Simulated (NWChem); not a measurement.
FGe (+1)

```xyz
2

F      0.0000     0.0000     1.3227
Ge     0.0000     0.0000    -0.3720
```
Charge +1, spin multiplicity 1.

The numbers come from NWChem runs, not from measurements. All single points use one geometry, from B3LYP/def2-SVP, a minimum by its harmonic frequencies.

Symmetry labels belong to the abelian group C2v used in the runs, with the axes of the coordinates shown; states degenerate in a higher group split over its labels.

The Hamiltonian is non-relativistic. The spin multiplicity of the parent species was assumed, not shown to be that of its ground state. The structure started from a generated list of species.

Problem. List the lowest 3 singlet excitations that TD-PBE/def2-SVPD gives, with oscillator strengths.

Solution. 
```json
[
 {"state": "1", "symmetry": "b2", "energy (eV)": "6.54", "wavelength (nm)": "189", "f": "0.081"},
 {"state": "2", "symmetry": "b1", "energy (eV)": "6.54", "wavelength (nm)": "189", "f": "0.081"},
 {"state": "3", "symmetry": "a2", "energy (eV)": "6.57", "wavelength (nm)": "189", "f": "0.000"}
]
```
